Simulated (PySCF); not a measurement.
Species: C6H14O3Si.
Numbering: `[CH3:1][CH2:2][O:3][Si@H:4]([CH2:5][CH3:6])[O:7][C:8]([CH3:9])=[O:10]` (hydrogens: H11, H12, H13 on C1; H14, H15 on C2; H16 on Si4; H17, H18 on C5; H19, H20, H21 on C6; H22, H23, H24 on C9)

Computed, not measured: PBE0-D3(BJ)/def2-SVP geometry optimisation, gas phase in PySCF 2.14.0.

(1) List the bond lengths, angles and torsions at this level.

## Answers

(1) 
```json
{"bond": "C1–C2", "length (Å)": "1.513"}
{"bond": "C2–O3", "length (Å)": "1.416"}
{"bond": "O3–Si4", "length (Å)": "1.645"}
{"bond": "Si4–C5", "length (Å)": "1.857"}
{"bond": "C5–C6", "length (Å)": "1.526"}
{"bond": "Si4–O7", "length (Å)": "1.722"}
{"bond": "O7–C8", "length (Å)": "1.335"}
{"bond": "C8–C9", "length (Å)": "1.499"}
{"bond": "C8=O10", "length (Å)": "1.207"}
{"bond": "C1–H11, C1–H12, C1–H13", "length (Å)": "1.101"}
{"bond": "C2–H14", "length (Å)": "1.102"}
{"bond": "C2–H15", "length (Å)": "1.103"}
{"bond": "Si4–H16", "length (Å)": "1.490"}
{"bond": "C5–H17", "length (Å)": "1.104"}
{"bond": "C5–H18", "length (Å)": "1.104"}
{"bond": "C6–H19, C6–H20, C6–H21", "length (Å)": "1.101"}
{"bond": "C9–H22, C9–H23, C9–H24", "length (Å)": "1.098"}
```

Bonds in one row agree within 0.01 Å and their mean is given. A selection of angles:
```json
{"angle": "C1–C2–O3", "degrees": "111.1"}
{"angle": "C2–O3–Si4", "degrees": "128.7"}
{"angle": "O3–Si4–C5", "degrees": "108.3"}
{"angle": "O3–Si4–O7", "degrees": "111.8"}
{"angle": "C5–Si4–O7", "degrees": "103.2"}
{"angle": "Si4–C5–C6", "degrees": "114.3"}
{"angle": "Si4–O7–C8", "degrees": "120.4"}
{"angle": "O7–C8–C9", "degrees": "112.7"}
{"angle": "O7–C8–O10", "degrees": "122.5"}
{"angle": "C9–C8–O10", "degrees": "124.8"}
```

Torsions: C1–C2–O3–Si4 92° (anticlinal); C2–O3–Si4–C5 -159° (antiperiplanar); O3–Si4–C5–C6 -172° (antiperiplanar); O3–Si4–O7–C8 -67° (synclinal); Si4–O7–C8–C9 -175° (antiperiplanar).

The 3 C–C bonds span 1.499 Å (C8–C9, drawn single) to 1.526 Å (C5–C6, drawn single), a spread of 0.027 Å. Si4 (oxygen-bound silicon) is distorted tetrahedral (angles from 103.2° to 114.3°). Of the pairs four or more bonds apart, O10···H14 is among the closest relative to their van der Waals radii: 2.39 Å, 88 % of the sum of Bondi's values. The 3 C–O bonds span 1.207 Å (C8=O10, drawn double) to 1.416 Å (C2–O3, drawn single), a spread of 0.209 Å. The O–Si distances run from 1.645 Å (O3–Si4, drawn single) to 1.722 Å (Si4–O7, drawn single), a spread of 0.077 Å.

Point group: C1 (no symmetry element, even within 0.4 Å). Stationary, but not proved a minimum. One conformer, not necessarily the lowest.

Cost: about 15 min of CPU time on one thread; the machine was shared, so the figure is rough. This is the geometry optimisation.
